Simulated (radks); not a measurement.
Values are calculated unless marked as measured or tabulated.
Nb I, 41 electrons, occupied as [Kr] 4d4 5s1. Code: a radial shooting solver on a logarithmic mesh with Libxc functionals. Model: Dirac Kohn-Sham, LDA (Slater exchange, VWN5 correlation), spin-unpolarised, spherical densities, finite nucleus; open shells fill j = l - 1/2 first; Fermi nuclear charge, rms radius 4.324 fm. Some entries of the table are withheld. Estimate them.

orbital,occ.,eigenvalue (hartree),<r^2> (bohr^2),<1/r> (bohr^-1)
1s1/2,2,-689.8737,0.001761,42.35
2s1/2,2,-96.49640,0.02945,9.613
2p1/2,2,-88.62227,0.02227,9.596
2p3/2,4,-85.10854,0.02364,9.159
3s1/2,2,-16.07454,0.2260,3.270
3p1/2,2,-13.10770,(1),3.170
3p3/2,4,-12.53786,(2),3.064
3d3/2,4,(3),0.2245,2.871
3d5/2,6,(4),0.2281,2.843
4s1/2,2,-2.14259,1.523,1.181
4p1/2,2,-1.32057,1.889,1.055
4p3/2,4,-1.24217,1.987,1.024
5s1/2,1,-0.15311,15.65,0.3471
4d3/2,4,-0.11866,(5),0.6308
4d5/2,0,-0.11298,(6),0.6215

Answer. 
(1) 3p1/2 <r^2> (bohr^2): 0.2249
(2) 3p3/2 <r^2> (bohr^2): 0.2357
(3) 3d3/2 eigenvalue (hartree): -7.27696
(4) 3d5/2 eigenvalue (hartree): -7.17078
(5) 4d3/2 <r^2> (bohr^2): 6.206
(6) 4d5/2 <r^2> (bohr^2): 6.421
